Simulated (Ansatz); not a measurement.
A run for Ansatz (a quantum-chemistry and plane-wave program): U-PBE0/def2-TZVPPD on OH (SMILES [OH]). The basis file is the Basis Set Exchange's JSON of that set.

Ansatz 0.2 input:
```yaml
crystal:
  periodic: [false, false, false]
  atoms:
    - {symbol: O, position_ang: [0.00000000, 0.00000000, 0.48836012]}
    - {symbol: H, position_ang: [-0.00000000, -0.00000000, -0.48836012]}
basis:
  gaussian:
    orbitals: def2-TZVPPD.json
hamiltonian:
  xc: {name: PBE0}
magnetization: {spin_polarized: true, initial_magnetization: 1}
```

The log:

```
WARN ansatz: RAYON_NUM_THREADS=1 ignored (pool sized by the plan → 1); use --threads N
Functional definition: PBE0
integrals: 0.00 GiB planned
243 factors; their error is unknown
mean field: 0.10 GiB planned
mean field evaluation 1: about -2058.4545 eV, gradient 1.9e1 eV
mean field evaluation 2: about -2057.8532 eV, gradient 2.3e1 eV
mean field evaluation 4: about -2059.5879 eV, gradient 5.9e-2 eV
mean field evaluation 8: about -2059.5944 eV, gradient 2.9e-3 eV
mean field -2059.59439843 eV, -75.6886980991 hartree, gradient 4.0e-6 eV, S^2 0.752854; 0 other end points of the search recorded, 0 dependent functions left out
reference -2059.59442879 eV, -75.6886992148 hartree; 5, 4 occupied and 52, 53 virtual orbitals, 243 factors
Total energy: -2059.59442879 eV, -75.6886992148 hartree
```

The calculation finished and met its thresholds.

Cost: roughly 0.5 core-seconds.
